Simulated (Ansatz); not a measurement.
Mulliken charges of ClHSSn (`[SH][Sn][Cl]`) from ωB97M-V/def2-TZVPP in Ansatz (PBE0-D4/def2-TZVP geometry).

```csv
atom,x (Å),y (Å),z (Å),charge (e)
S1,0.186,1.489,-0.410,-0.367
Sn2,-1.396,-0.352,-0.342,0.608
Cl3,0.089,-1.950,0.608,-0.381
H4,1.177,0.753,0.123,0.140
```

By hand: the dipole of these point charges (1 e Å = 4.8032 D).

Σ q r = (-0.786, 0.088, -0.272) e Å, of length 0.836 e Å = 4.02 D.

How does the dipole of the full density compare? (Best estimate.)

Computed: (-0.424, 0.081, -0.157) e Å, 2.21 D; the point charges give 1.82 times that, at 4° from its direction.

Point charges leave out the atoms' own dipoles, such as those of lone pairs, and Mulliken's split depends on the basis, so the two needn't agree.
